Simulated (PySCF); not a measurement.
# Ne²⁺: excitation energy

Ne²⁺ [He] 2s2 2p4 (3P) → Ne²⁺ [He] 2s1 2p5 (3P), as a difference of total energies. Calculation: PySCF 2.14, in aug-cc-pVTZ (5s4p3d2f, 46 functions); the non-relativistic Hamiltonian (point nucleus). Correlated levels: valence: 1s2 frozen. The calculations carry no spin-orbit coupling.

```
           method  excitation energy (cm⁻¹)
              UHF                    214100
              LDA                    182660
              PBE                    185280
             PBE0                    192730
           r2SCAN                    193200
           M06-2X                    194430
            B97-3                    194030
            HSE06                    192350
           PBEsol                    184530
    MP2 (valence)                    206150
SCS-MP2 (valence)                    205390
```
